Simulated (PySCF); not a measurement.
Si(CF3)(H)2(OH) (CH3F3OSi), SMILES O[SiH2]C(F)(F)F.

Geometry optimised at PBE0-D3(BJ)/def2-SVP. One conformer was computed; it need not be the lowest.

Two levels are set side by side: PBE/def2-TZVP (PySCF) and CAM-B3LYP/def2-TZVP (PySCF). Same geometry, gas phase. Differences are taken from unrounded values.

```csv
quantity,CAM-B3LYP,PBE,PBE minus CAM-B3LYP
orbital gap (eV),11.21,6.30,-4.91
highest occupied level (eV),-10.60,-7.48,3.11
lowest empty level (eV),0.62,-1.18,-1.80
dipole moment (D),2.07,1.84,-0.23
mean polarisability (bohr³),41.6,44.2,2.6
```

Without exact exchange PBE keeps part of each electron's self-repulsion, which lifts occupied levels and narrows the gap. PBE's more diffuse valence density responds more strongly to a field. Differences between two approximate levels are no errors against the true value.

Rough cost on one machine, each run with all the roots and properties that it gave: CAM-B3LYP against PBE within a factor of 2.
